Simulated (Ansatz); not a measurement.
`C[O][Sn][F]` + NH₃ → `[NH2][Sn][F]` + CH₃OH at 400 K and 1 bar (ligand exchange at the Sn–O bond).

Gas-phase electronic energies from Ansatz, PBE0-D4/def2-TZVP geometries. CCSD(T)/CBS adds triple-zeta CCSD(T) − MP2 to the extrapolated MP2 energy (def2 sets, frozen cores). This one scheme is used for every species. def2 core potentials past Kr. For Sn outer-core shells are correlated without core-valence functions, which leaves a few kJ/mol of doubt a bond. Each species was taken in one conformer, which may not be the lowest.

```
       species  CCSD(T)/CBS energy (Eh)  H − E (kJ/mol)  S (J/(mol·K))
 `C[O][Sn][F]`               -428.91146           139.1          356.7
           NH₃                -56.50880           104.2          203.1
`[NH2][Sn][F]`               -369.78999            90.9          318.4
         CH₃OH               -115.61712           151.2          252.6
```

H − E and S are ideal-gas, rigid-rotor, harmonic terms from PBE0-D4/def2-TZVP, for one conformer and one mirror image of each species. 1 Eh = 2625.50 kJ/mol, R = 8.31446 J/(mol·K).

**Question.** By hand: ΔE, ΔH, ΔS and ΔG.

**Answer.** ΔE = (-369.78999) + (-115.61712) − (-428.91146) − (-56.50880) = 0.01315 Eh = 34.5 kJ/mol. Δ(H − E) = 90.9 + 151.2 − 139.1 − 104.2 = -1.2, so ΔH = 33.3 kJ/mol. ΔS = 318.4 + 252.6 − 356.7 − 203.1 = 11.2 J/(mol·K). ΔG = 33.3 − 400 × (11.2)/1000 = 28.8 kJ/mol.

**Question.** By hand: the equilibrium constant, and the temperature at which ΔG would vanish if ΔH and ΔS stayed fixed.

**Answer.** log₁₀ K = −ΔG/(RT ln 10) = -3.8. ΔG = 0 at ΔH/ΔS = 2973 K, far beyond where these terms or the molecules hold.

The number of gas molecules stays the same, so ΔS is small and ΔH decides. A doubt of 5 kJ/mol in ΔE shifts log₁₀ K by 0.7 here. Other conformers and mirror images would add mixing entropy, several J/(mol·K) or more a flexible species. These are equilibria of isolated gas molecules and say nothing of rates. Largest T1 diagnostic: 0.017 (customary marks: 0.02 for closed shells, 0.045 for open ones).
